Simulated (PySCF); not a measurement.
Level of theory: GFN2-xTB geometry, shieldings: GIAO PBE0/pcSseg-1, in PySCF 2.14.0 with density-fitted response routines (non-relativistic Hamiltonian, gas phase, one conformer, one averaged value for each set of equivalent atoms).

Referencing at the same level of theory: $^{1}$H (σref 31.72) and $^{13}$C (σref 186.93) vs TMS. Shifts are as computed. Against solution values, carbons near 30 ppm lie about +3 ppm off and those near 130 ppm about +5 ppm. Of 1211 compounds with measured shifts, 218 miss one by over three times the rms of a fit or turn the order of signals round; such compounds aren't used in these exercises. OH and NH positions are gas-phase values without hydrogen bonding to other molecules.

Q: Order these molecules by the shift of their most shielded carbon, lowest δ first.
A. C=Cc1ncno1
B. O=Cn1cccc1
C. Oc1ccncc1

A: C (114.2 ppm, aromatic CH), B (120.5 ppm, aromatic CH), A (127.6 ppm, alkene CH).

Q: Order these molecules by the shift of their most deshielded carbon, lowest δ first.
A. Oc1ccncc1
B. C=Cc1ncno1
C. O=Cn1cccc1

A: C (162.1 ppm, amide carbonyl carbon), A (169.8 ppm, aromatic carbon bearing oxygen), B (183.9 ppm, substituted aromatic carbon next to the ring oxygen).

Q: How many $^{13}$C and $^{1}$H signals does each give (equivalence by symmetry and fast rotation, but not about amide C–N or C=N bonds)? `O=Cn1cccc1`, `O=C(F)C(F)(F)C(=O)F`, `Oc1ccncc1`, `C=Cc1ncno1`

A: O=Cn1cccc1: 3 C, 3 H; O=C(F)C(F)(F)C(=O)F: 2 C, 0 H; Oc1ccncc1: 3 C, 3 H; C=Cc1ncno1: 4 C, 4 H.
